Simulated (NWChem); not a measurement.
PbF₂, singlet; SMILES [F][Pb][F]

```xyz
3

Pb     0.0000     0.0000     0.2912
F     -1.5280     0.0000    -1.0791
F      1.5280     0.0000    -1.0791
```
Atoms are numbered in this order, from 1.

All runs: NWChem. Low-valent species are run as closed-shell singlets; no triplet was tried in these runs. Coordinates come from a PBE0/def2-SVP optimisation. def2 effective core potentials on Pb; no spin-orbit coupling. B3LYP is NWChem's, with the RPA form of VWN correlation. Static field.

Q: Among these, which level gives the lowest value of “anisotropy (bohr³)”?
A) B3LYP/def2-SVPD
B) CAM-B3LYP/def2-SVPD
C) PBE/def2-SVPD

A: B, CAM-B3LYP/def2-SVPD. Values: CAM-B3LYP/def2-SVPD 10.4; B3LYP/def2-SVPD 11.2; PBE/def2-SVPD 12.8
